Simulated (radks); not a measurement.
The numbers below are computed, except where a source is named.
Zn I, configuration [Ar] 3d10 4s2. Code: a radial shooting solver on a logarithmic mesh with Libxc functionals. Model: scalar-relativistic Kohn-Sham, LDA (Slater exchange, VWN5 correlation), spin-unpolarised, spherical densities, finite nucleus; Fermi nuclear charge, rms radius 3.9283 fm. Some entries of the table are withheld. Estimate them.

orbital,occ.,eigenvalue (eV),<r> (bohr)
1s,2,-9507.104,0.05038
2s,2,(1),0.2266
2p,6,-1003.454,0.1985
3s,2,-128.6303,0.6823
3p,6,-83.2682,0.7141
3d,10,-10.4290,0.9118
4s,2,-6.2193,2.630
4p,0,-1.2283,(2)

Answer. 
(1) 2s eigenvalue (eV): -1156.164
(2) 4p <r> (bohr): 4.152
